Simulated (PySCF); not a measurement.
Vertical excitations of a molecule C₂H₄ClNOSi from PySCF with TDDFT-PBE/def2-SVPD, as energy in eV (oscillator strength): 6.37 (0.002), 6.57 (0.015), 6.63 (0.007), 6.79 (0.011), 6.85 (0.003), 7.12 (0.003), 7.23 (0.001), 7.27 (0.004), 7.43 (0.011), 7.50 (0.021). Lowest triplet (TDA): 6.17 eV. Geometry: PBE0-D3(BJ)/def2-SVP. One conformer was computed; it need not be the lowest.

**Question.** Which structure fits?
A. C[Si@H](Cl)N=C=O
B. C[Si@@H](Cl)OC#N
C. O[Si@@]1(Cl)C=NC1
D. Cl[Si@H]1COC=N1

**Answer.** B, C[Si@@H](Cl)OC#N
